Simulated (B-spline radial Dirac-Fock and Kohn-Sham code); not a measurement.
Method: the Dirac equation of a negative muon with reduced mass in the field of a spherical finite nucleus, with the Uehling potential to all orders; nuclear polarisation, deformation, hyperfine structure, self-energy, higher-order vacuum polarisation, relativistic recoil and electron screening are left out. Computed with an atomic code on a B-spline grid. The nuclear charge is a Fermi distribution (skin thickness 2.3 fm).

**Question.** A muonic atom of atomic mass 163.93 u emits these computed lines: 2p3/2 → 1s1/2 4748 keV, 3d5/2 → 2p3/2 1677 keV, 4f7/2 → 3d5/2 604.7 keV, 5g9/2 → 4f7/2 278.4 keV. Which element is it, and what rms charge radius was used?

**Answer.** Dysprosium (Z = 66, nuclide ¹⁶⁴Dy); the high transitions hardly feel the nucleus and fix Z. The 2p → 1s line lies 5198 keV below the value for a point nucleus without QED, which for this nuclear model gives a radius near 5.22 fm (5.2218 fm was used).
